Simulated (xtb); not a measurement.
isocyanic acid (CHNO), singlet, from a rough starting geometry; GFN2-xTB (xtb 6.7.1).

xtb was given this input:
```
$ xtb mol.xyz --gfn 2 --opt vtight --json

# file mol.xyz
4

N     -0.71718357     0.23813937     0.08671329
C      0.50594404     0.00376428    -0.11853541
O      1.58160161    -0.06149752    -0.55875297
H     -1.38818446    -0.17130070     0.58137502
```

Task: Predict the main parts of the log of this xtb run.

Result: 
```
   ID    Z sym.   atoms
    1    7 N      1
    2    6 C      2
    3    8 O      3
    4    1 H      4

           -------------------------------------------------
          |                Calculation Setup                |
           -------------------------------------------------

           -------------------------------------------------
          |                 G F N 2 - x T B                 |
           -------------------------------------------------

          ...................................................
          :                      SETUP                      :
          :.................................................:
          :  # basis functions                  13          :
          :  # atomic orbitals                  13          :
          :  # shells                            7          :
          :  # electrons                        16          :
          :  max. iterations                   250          :
          :  Hamiltonian                  GFN2-xTB          :
          :  restarted?                      false          :
          :  GBSA solvation                  false          :
          :  PC potential                    false          :
          :  electronic temp.          300.0000000     K    :
          :  accuracy                    1.0000000          :
          :  -> integral cutoff          0.2500000E+02      :
          :  -> integral neglect         0.1000000E-07      :
          :  -> SCF convergence          0.1000000E-05 Eh   :
          :  -> wf. convergence          0.1000000E-03 e    :
          :  Broyden damping             0.4000000          :
          :  net charge                          0          :
          :  unpaired electrons                  0          :
          ...................................................

 iter      E             dE          RMSdq      gap      omega  full diag
   1     -9.7473761 -0.974738E+01  0.730E+00    5.65       0.0  T
   2     -9.7551695 -0.779341E-02  0.417E+00    5.94       1.0  T
   3     -9.7464842  0.868530E-02  0.229E+00    5.47       1.0  T
   4     -9.7591408 -0.126566E-01  0.423E-01    5.82       1.0  T
   5     -9.7595710 -0.430209E-03  0.762E-02    5.75       1.0  T
   6     -9.7595736 -0.251635E-05  0.396E-02    5.74       1.3  T
   7     -9.7595782 -0.467404E-05  0.415E-03    5.74      12.0  T
   8     -9.7595782 -0.146943E-07  0.194E-03    5.74      25.8  T
   9     -9.7595783 -0.967185E-08  0.483E-04    5.74     103.5  T
  10     -9.7595783 -0.390619E-09  0.107E-04    5.74     469.4  T

   *** convergence criteria satisfied after 10 iterations ***

         :::::::::::::::::::::::::::::::::::::::::::::::::::::
         ::                     SUMMARY                     ::
         :::::::::::::::::::::::::::::::::::::::::::::::::::::
         :: total energy              -9.625580612101 Eh    ::
         :: gradient norm              0.205475505012 Eh/a0 ::
         :: HOMO-LUMO gap              5.741688125266 eV    ::
         ::.................................................::
         :: SCC energy                -9.759578274359 Eh    ::
         :: -> isotropic ES            0.023814607969 Eh    ::
         :: -> anisotropic ES          0.002872936544 Eh    ::
         :: -> anisotropic XC          0.006500682141 Eh    ::
         :: -> dispersion             -0.001003272056 Eh    ::
         :: repulsion energy           0.133997662258 Eh    ::
         :: add. restraining           0.000000000000 Eh    ::
         :: total charge              -0.000000000000 e     ::
         :::::::::::::::::::::::::::::::::::::::::::::::::::::

      -----------------------------------------------------------
     |                   =====================                   |
     |                        A N C O P T                        |
     |                   =====================                   |
     |               Approximate Normal Coordinate               |
     |                Rational Function Optimizer                |
      -----------------------------------------------------------
      -----------------------------------------------------------
     |                   =====================                   |
     |                        A N C O P T                        |
     |                   =====================                   |
     |               Approximate Normal Coordinate               |
     |                Rational Function Optimizer                |
      -----------------------------------------------------------

          ...................................................
          :                      SETUP                      :
          :.................................................:
          :   optimization level         verytight          :
          :   max. optcycles                   200          :
          :   ANC micro-cycles                  20          :
          :   degrees of freedom                 6          :
          :.................................................:
          :   RF solver                   davidson          :
          :   write xtbopt.log                true          :
          :   linear?                        false          :
          :   energy convergence         0.1000000E-06 Eh   :
          :   grad. convergence          0.2000000E-03 Eh/α :
          :   maxmium RF displ.          1.0000000          :
          :   Hlow (freq-cutoff)         0.1000000E-01      :
          :   Hmax (freq-cutoff)         5.0000000          :
          :   S6 in model hess.         20.0000000          :
          ...................................................

generating ANC from exact Hessian ...
Using Lindh-Hessian (1995)
 Shifting diagonal of input Hessian by    5.0940619401233130E-003
 Lowest  eigenvalues of input Hessian
    0.000000    0.000000    0.000000    0.000000    0.000000    0.000000
[...]
 * total energy  :    -9.6363495 Eh     change       -0.1076892E-01 Eh
 * total energy  :    -9.6125099 Eh     change        0.2383968E-01 Eh
 * total energy  :    -9.6361291 Eh     change       -0.2361922E-01 Eh
 * total energy  :    -9.6383277 Eh     change       -0.2198595E-02 Eh
 * total energy  :    -9.6385839 Eh     change       -0.2562485E-03 Eh
 * total energy  :    -9.6386334 Eh     change       -0.4947527E-04 Eh
 * total energy  :    -9.6387009 Eh     change       -0.6753068E-04 Eh
 * total energy  :    -9.6387140 Eh     change       -0.1304136E-04 Eh
 * total energy  :    -9.6387191 Eh     change       -0.5175093E-05 Eh
 * total energy  :    -9.6387207 Eh     change       -0.1515744E-05 Eh
 * total energy  :    -9.6387225 Eh     change       -0.1822166E-05 Eh
 * total energy  :    -9.6387229 Eh     change       -0.4316839E-06 Eh
 * total energy  :    -9.6387229 Eh     change       -0.5234531E-08 Eh
   *** GEOMETRY OPTIMIZATION CONVERGED AFTER 14 ITERATIONS ***
[...]
          :  # atomic orbitals                  13          :
          :  # shells                            7          :
          :  # electrons                        16          :
          :  max. iterations                   250          :
          :  Hamiltonian                  GFN2-xTB          :
          :  restarted?                      false          :
          :  GBSA solvation                  false          :
          :  PC potential                    false          :
          :  electronic temp.          300.0000000     K    :
          :  accuracy                    1.0000000          :
          :  -> integral cutoff          0.2500000E+02      :
          :  -> integral neglect         0.1000000E-07      :
          :  -> SCF convergence          0.1000000E-05 Eh   :
          :  -> wf. convergence          0.1000000E-03 e    :
          :  Broyden damping             0.4000000          :
          :  net charge                          0          :
          :  unpaired electrons                  0          :
          ...................................................

 iter      E             dE          RMSdq      gap      omega  full diag
   1     -9.7908143 -0.979081E+01  0.516E-05    6.52       0.0  T
   2     -9.7908143 -0.430411E-11  0.258E-05    6.52    1941.0  T
   3     -9.7908143 -0.165556E-11  0.135E-05    6.52    3710.5  T

   *** convergence criteria satisfied after 3 iterations ***

         :::::::::::::::::::::::::::::::::::::::::::::::::::::
         ::                     SUMMARY                     ::
         :::::::::::::::::::::::::::::::::::::::::::::::::::::
         :: total energy              -9.638722916569 Eh    ::
         :: gradient norm              0.000007514917 Eh/a0 ::
         :: HOMO-LUMO gap              6.524265919135 eV    ::
         ::.................................................::
         :: SCC energy                -9.790814344693 Eh    ::
         :: -> isotropic ES            0.025186826090 Eh    ::
         :: -> anisotropic ES          0.003112930695 Eh    ::
         :: -> anisotropic XC          0.006308316686 Eh    ::
         :: -> dispersion             -0.001004877621 Eh    ::
         :: repulsion energy           0.152091428124 Eh    ::
         :: add. restraining           0.000000000000 Eh    ::
         :: total charge               0.000000000000 e     ::
         :::::::::::::::::::::::::::::::::::::::::::::::::::::

           -------------------------------------------------
          |                Property Printout                |
           -------------------------------------------------

    * Orbital Energies and Occupations

         #    Occupation            Energy/Eh            Energy/eV
      -------------------------------------------------------------
         1        2.0000           -0.7525539             -20.4780
         2        2.0000           -0.6866114             -18.6836
         3        2.0000           -0.6038066             -16.4304
         4        2.0000           -0.5898027             -16.0493
         5        2.0000           -0.5878196             -15.9954
         6        2.0000           -0.5495835             -14.9549
         7        2.0000           -0.4583829             -12.4732
         8        2.0000           -0.4504429             -12.2572 (HOMO)
         9                         -0.2106805              -5.7329 (LUMO)
        10                         -0.1801638              -4.9025
        11                          0.0775451               2.1101
        12                          0.4376173              11.9082
        13                          1.2996268              35.3646
      -------------------------------------------------------------
                  HL-Gap            0.2397624 Eh            6.5243 eV
             Fermi-level           -0.3305617 Eh           -8.9950 eV

     #   Z          covCN         q      C6AA      α(0)
     1   7 N        1.772    -0.286    28.233     7.868
     2   6 C        1.766     0.333    23.826     7.892
     3   8 O        0.856    -0.265    19.166     5.870
     4   1 H        0.861     0.219     1.016     1.579

 Mol. C6AA /au·bohr⁶  :        241.364047
 Mol. C8AA /au·bohr⁸  :       5500.885636
 Mol. α(0) /au        :         23.208555

Wiberg/Mayer (AO) data.
largest (>0.10) Wiberg bond orders for each atom

 ---------------------------------------------------------------------------
     #   Z sym  total        # sym  WBO       # sym  WBO       # sym  WBO
 ---------------------------------------------------------------------------
     1   7 N    3.318 --     2 C    2.008     4 H    0.913     3 O    0.396
     2   6 C    3.941 --     1 N    2.008     3 O    1.920
     3   8 O    2.342 --     2 C    1.920     1 N    0.396
     4   1 H    0.952 --     1 N    0.913
 ---------------------------------------------------------------------------

Topologies differ in total number of bonds
Writing topology from bond orders to xtbtopo.mol

molecular dipole:
                 x           y           z       tot (Debye)
 q only:       -0.706      -0.178       0.361
   full:       -0.794      -0.354       0.501       2.549
molecular quadrupole (traceless):
                xx          xy          yy          xz          yz          zz
 q only:       -1.008       0.668       0.435       0.119      -0.198       0.573
  q+dip:       -0.747       1.179       0.155      -0.385      -0.368       0.591
   full:       -1.933       1.359       0.817       0.167      -0.413       1.116

optimized geometry written to: xtbopt.xyz

           -------------------------------------------------
          | TOTAL ENERGY               -9.638722916569 Eh   |
          | GRADIENT NORM               0.000007514917 Eh/α |
          | HOMO-LUMO GAP               6.524265919135 eV   |
           -------------------------------------------------

normal termination of xtb
```
